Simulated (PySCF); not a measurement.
fluoromethylidenecyclobutane (C₅H₇F), SMILES C1CCC1=CF.

Geometry: B3LYP-D3(BJ)/def2-SVP. The geometry has at least one imaginary mode, so it is a saddle point at that level.

Two levels are set side by side: PBE/def2-TZVP (PySCF) and PBE0/def2-TZVP (PySCF). Same geometry, gas phase. Differences are taken from unrounded values.

```csv
quantity,PBE0,PBE,PBE minus PBE0
orbital gap (eV),7.11,4.94,-2.17
highest occupied level (eV),-6.84,-5.63,1.21
lowest empty level (eV),0.27,-0.69,-0.96
dipole moment (D),1.74,1.60,-0.14
mean polarisability (bohr³),58.6,60.3,1.7
```

PBE's occupied levels lie high since its potential decays too fast outside the molecule; exact exchange lowers them and widens the gap. Differences between two approximate levels are no errors against the true value.

Rough cost on one machine, each run with all the roots and properties that it gave: PBE0 against PBE within a factor of 2.
